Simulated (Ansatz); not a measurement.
`C#C[SiH2]CO` → `[CH2]O`• + `C#C[SiH2]`• at 500 K and 1 bar (homolysis of the C–Si bond).

Calculated with Ansatz (gas phase, PBE0-D4/def2-TZVP geometries, no zero-point term in ΔE). CBS: MP2 limit from def2 TZ/QZ plus the TZ coupled-cluster correction, frozen cores. No spin–orbit coupling; open shells (•) take unrestricted orbitals. One conformer a species, not always the lowest.

```json
{"species": "`C#C[SiH2]CO`", "CCSD(T)/CBS energy (Eh)": "-481.95030", "H − E (kJ/mol)": "253.4", "S (J/(mol·K))": "409.3"}
{"species": "`[CH2]O`•", "CCSD(T)/CBS energy (Eh)": "-114.95134", "H − E (kJ/mol)": "120.4", "S (J/(mol·K))": "268.0"}
{"species": "`C#C[SiH2]`•", "CCSD(T)/CBS energy (Eh)": "-366.86664", "H − E (kJ/mol)": "118.8", "S (J/(mol·K))": "319.6"}
```

H − E and S are ideal-gas, rigid-rotor, harmonic terms from PBE0-D4/def2-TZVP, for one conformer and one mirror image of each species, with the whole ground term of open shells counted as degenerate. 1 Eh = 2625.50 kJ/mol, R = 8.31446 J/(mol·K).

**Question.** By hand: ΔE, ΔH, ΔS and ΔG.

**Answer.** ΔE = (-114.95134) + (-366.86664) − (-481.95030) = 0.13232 Eh = 347.4 kJ/mol. Δ(H − E) = 120.4 + 118.8 − 253.4 = -14.2, so ΔH = 333.2 kJ/mol. ΔS = 268.0 + 319.6 − 409.3 = 178.3 J/(mol·K). ΔG = 333.2 − 500 × (178.3)/1000 = 244.0 kJ/mol.

**Question.** By hand: the equilibrium constant, and the temperature at which ΔG would vanish if ΔH and ΔS stayed fixed.

**Answer.** log₁₀ K = −ΔG/(RT ln 10) = -25.5. ΔG = 0 at ΔH/ΔS = 1869 K.

The number of gas molecules changes by +1, which sets the sign of ΔS. A doubt of 5 kJ/mol in ΔE shifts log₁₀ K by 0.5 here. Other conformers and mirror images would add mixing entropy, several J/(mol·K) or more a flexible species. These are equilibria of isolated gas molecules and say nothing of rates. Largest T1 diagnostic: 0.030 (customary marks: 0.02 for closed shells, 0.045 for open ones).
